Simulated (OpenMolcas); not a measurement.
# Sn+: effect of the IPEA shift

```json
{"Program": "OpenMolcas", "Basis": "ANO-R2 [7s6p4d2f1g]", "Scalar Hamiltonian": "X2C, finite nucleus", "Active space": "3 electrons in 9 orbitals (RAS2 5s 5p; RAS3 5d, at most 2 electrons)", "State averaging": "2S+1 = 4 odd, 1 root; 2S+1 = 2 odd, 8 roots; 2S+1 = 4 even, 3 roots; 2S+1 = 2 even, 9 roots", "Spin-orbit coupling": "RASSI with atomic mean-field integrals over the reference wave functions, term energies averaged over their components"}
```

Methods on the same reference wave functions:
A. RASSCF
B. SS-RASPT2, IPEA 0.25 Eh, imaginary shift 0.1 Eh (closed shells correlated: 4d)
C. SS-RASPT2, IPEA 0.5 Eh, imaginary shift 0.1 Eh (closed shells correlated: 4d)

Energies in cm-1 above 5s2 5p 2P* 1/2, the measured ground level; measured values from NIST Handbook of Basic Atomic Spectroscopic Data.

```tsv
Level	A	B	C	Measured
5s2 5p 2P* 1/2	0.0	0.0	0.0	0.0
5s2 5p 2P* 3/2	3738	3740	3740	4251
5s 5p2 4P 1/2	40463	46170	46320	46464
5s 5p2 4P 3/2	41955	47700	47840	48368
5s 5p2 4P 5/2	43995	49710	49850	50730
5s 5p2 2D 3/2	59265	62370	62760	58844
5s 5p2 2D 5/2	59637	62800	63190	59463
```

Deviations, from unrounded energies. A percentage is the sum of absolute deviations over the sum of measured energies, with the sign that they share, or ± where signs differ.

```csv
Against measurement,Levels,A,B,C
mean absolute deviation (cm-1),6,3400,1600,1600
fine structure of the ground term (%),1,-12.1,-12.1,-12.1
other configurations (%),5,±7.5,±3.4,±3.5
```

B, C lie about equally close to measurement and A furthest from it. The largest miss of B in the table is 5s 5p2 2D 3/2, by +3500 cm-1. The ranking rests on the paired levels alone, and a cruder setting can come out closer through cancelling errors.

Between B and C the level of the table that moves most is 5s 5p2 2D 3/2, by 390 cm-1 (lowest in B, highest in C). Moves below CASPT2's spread within the term are not significant.

The lowest spin-free term lies below A's lowest term by 0.441 hartree in B, 0.440 hartree in C.

CASPT2 does not keep the components of a term degenerate, so their means are used; among the terms shown or strongly mixed into the levels shown the widest spread is 20 cm-1 (5s 5p2 2D, C). Active for correlation alone: 5d; no level in the range computed is led by a configuration that fills it, so any true level of that kind is missing. Some terms mix strongly with configurations of 5d, whose occupation reaches 0.15 (5s 5p2 2D). Computed and measured levels are paired by configuration, term and J; levels that our copy of the source lacks, or whose pairing is in doubt (as where it misses far off the trend of its configuration), stay unpaired and out of the deviations. Only configurations of the active space appear. The table leaves out levels that lie high or whose names do not pair safely across all columns.

* marks odd parity.
